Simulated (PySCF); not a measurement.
Simulated absorption spectrum

CH₁₀ClPSi₃.
SMILES: `[SiH2](Cl)P[SiH2]C[SiH3]`

Level of theory: TDDFT CAM-B3LYP/def2-SVPD, vertical, gas phase, core orbitals frozen in the response (PySCF 2.14.0, density-fitted response routines). One conformer (not necessarily the lowest) at the GFN2-xTB geometry, without solvent, vibrations or thermal averaging. GFN2-xTB frequencies show an imaginary mode (29i cm⁻¹), so this geometry is no minimum at that level. Torsions of this conformer, `[SiH3:1][CH2:2][SiH2:3][PH:4][SiH2:5][Cl:6]`: Si1–C2–Si3–P4 -144°, C2–Si3–P4–Si5 77°, Si3–P4–Si5–Cl6 -76°.

Broadening: Gaussians 0.3 eV wide at half height, area fixed by f = 4.319×10⁻⁹ ∫ε dν̃. The width is an assumption, not a result. The curve ends short of the highest state used, and states not computed would add to its high-energy end.

(λ (nm), ε (L mol⁻¹ cm⁻¹)): (179.2, 3420), (180.8, 4345), (182.3, 6406), (183.9, 9087), (185.5, 11023), (187.0, 11267), (188.6, 9797), (190.2, 7350), (191.7, 5058), (193.3, 3168), (194.8, 1987), (196.4, 1212), (198.0, 788), (199.5, 639), (201.1, 710), (202.7, 962), (204.2, 1274), (205.8, 1563), (207.3, 1690), (208.9, 1623), (210.5, 1376), (212.0, 1057), (213.6, 714), (215.2, 432), (216.7, 245), (218.3, 122), (219.8, 58), (221.4, 24), (223.0, 9), (224.5, 3)

**Question.** Locate the maxima and give the states behind the curve.

**Answer.** 208 nm (5.97 eV), ε about 1700, made up of S1 (100%); 186 nm (6.65 eV), ε about 11000, made up of S3 (46%) and S4 (51%) (ε in L mol⁻¹ cm⁻¹; maxima over ε = 5, shares over 10%). The states used: S1 5.97 eV (f 0.019); S2 6.41 eV (f 0.012); S3 6.63 eV (f 0.060); S4 6.67 eV (f 0.066); S5 6.92 eV (f 0.010); S6 7.17 eV (f 0.098); S7 7.47 eV (f 0.067); S8 7.52 eV (f 0.077).

**Question.** On this curve, what absorbance would a 10⁻⁴ mol/L sample give at 193 nm over a 1 cm path?

**Answer.** 193 nm is 6.424 eV, where ε is about 3500 L mol⁻¹ cm⁻¹, so A = ε c l ≈ 0.35 (Beer–Lambert, with the gas-phase spectrum and the assumed width).

**Question.** Coming from long wavelengths, where does ε first pass 100 L mol⁻¹ cm⁻¹?

**Answer.** At about 219 nm (5.67 eV), 0.30 eV below S1.

**Question.** Does any computed singlet lie in the visible range?

**Answer.** No computed singlet lies in the visible range (380 to 750 nm); the lowest, at 208 nm, stands 2.71 eV above its violet end (3.26 eV).

Hardware: one thread of an Arm Neoverse N1, no GPU (shared host). Cost: 1.7 min wall, 1.1 GiB resident at most.

Without π bonds the low states are Rydberg-like; a valence basis with one diffuse set may place them up to an eV too high.
